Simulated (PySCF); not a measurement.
## A thermochemical cycle for Pb2

PBE0 in PySCF with def2-SVP on every atom (core potentials on Pb), for the lowest determinant that a PBE0 search found; no spin–orbit coupling. Pb2, a triplet (π ↑↑), has De = 2.14 eV to neutral atoms, and Pb₂⁺, a quartet (σ ↑, π ↑↑), has De = 2.55 eV to Pb⁺ + Pb.

At the same level the Pb atom ionises at 7.02 eV.

Question: What is the adiabatic ionisation energy of the molecule, and does ionisation strengthen or weaken the bond?

Answer: IE = IE(Pb) + De(neutral) − De(ion) = 7.02 + 2.14 − 2.55 = 6.61 eV. De changes by +0.41 eV, so ionisation strengthens the bond.

These are scalar-relativistic numbers at best; spin–orbit coupling would shift them, the dissociation energy most. States were picked by a PBE0 search and need not be the measured ground states.
